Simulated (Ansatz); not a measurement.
Reactions of `F[CH]1O[SiH2][GeH2]1`.

Program: Ansatz. Geometries: PBE0-D4/def2-TZVP. ΔE: electronic, gas phase. CCSD(T)/CBS is the MP2 limit (def2-TZVPP, def2-QZVPP) plus CCSD(T) − MP2 in def2-TZVPP, frozen cores. This one scheme is used for every species, atoms too. Functionals use def2-TZVPP. B3LYP here is the variant with VWN-RPA as its local correlation; programs differ in this. Open shells (•) are unrestricted, without spin–orbit coupling. Spin–orbit coupling would lower the free atoms: a little for C, F, O, Si; clearly for Ge. Bonds to Ge are less sure, by a few kJ/mol each and by 10 to 20 or more in all where they break to atoms, as the def2 sets lack core-valence functions. Scalar relativity is left out up to krypton. One conformer a species, not always the lowest.

```json
{"reaction": "`F[CH]1O[SiH2][GeH2]1` → `FC1[O][GeH2][SiH2]1`", "MP2/CBS(def2) (eV)": "0.51", "r2SCAN-D4 (eV)": "0.46", "PBE-D4 (eV)": "0.41", "B3LYP-D4 (eV)": "0.46"}
{"reaction": "`F[CH]1O[SiH2][GeH2]1` → `O=[C]([SiH3])[GeH2][F]`", "MP2/CBS(def2) (eV)": "0.21", "r2SCAN-D4 (eV)": "0.18", "PBE-D4 (eV)": "0.17", "B3LYP-D4 (eV)": "0.02"}
{"reaction": "`F[CH]1O[SiH2][GeH2]1` → C• + F• + Ge• + 5 H• + O• + Si•", "MP2/CBS(def2) (eV)": "35.45", "r2SCAN-D4 (eV)": "34.91", "PBE-D4 (eV)": "35.34", "B3LYP-D4 (eV)": "34.50"}
{"reaction": "`F[CH]1O[SiH2][GeH2]1` → `F[CH2][GeH]1[O][SiH2]1`", "MP2/CBS(def2) (eV)": "-0.06", "r2SCAN-D4 (eV)": "0.01", "PBE-D4 (eV)": "0.03", "B3LYP-D4 (eV)": "0.02"}
{"reaction": "`F[CH]1O[SiH2][GeH2]1` → `F[C@H]1O[Si@H]1[GeH3]`", "MP2/CBS(def2) (eV)": "0.72", "r2SCAN-D4 (eV)": "0.59", "PBE-D4 (eV)": "0.55", "B3LYP-D4 (eV)": "0.65"}
{"reaction": "`F[CH]1O[SiH2][GeH2]1` → `[OH][Ge]1([F])[CH2][SiH2]1`", "MP2/CBS(def2) (eV)": "-0.91", "r2SCAN-D4 (eV)": "-0.74", "PBE-D4 (eV)": "-0.69", "B3LYP-D4 (eV)": "-0.66"}
{"reaction": "`F[CH]1O[SiH2][GeH2]1` → `F[SiH]1[CH2][GeH2][O]1`", "MP2/CBS(def2) (eV)": "-4.04", "r2SCAN-D4 (eV)": "-3.66", "PBE-D4 (eV)": "-3.35", "B3LYP-D4 (eV)": "-3.58"}
```

(1) Give the CCSD(T)/CBS values in the same order. (Best estimate.)

Largest T1 diagnostic: 0.014, for `F[C@H]1O[Si@H]1[GeH3]`.

## Answers

(1) The calculation gave: 0.49, 0.17, 34.86, 0.01, 0.70, -0.78, -3.82 eV.
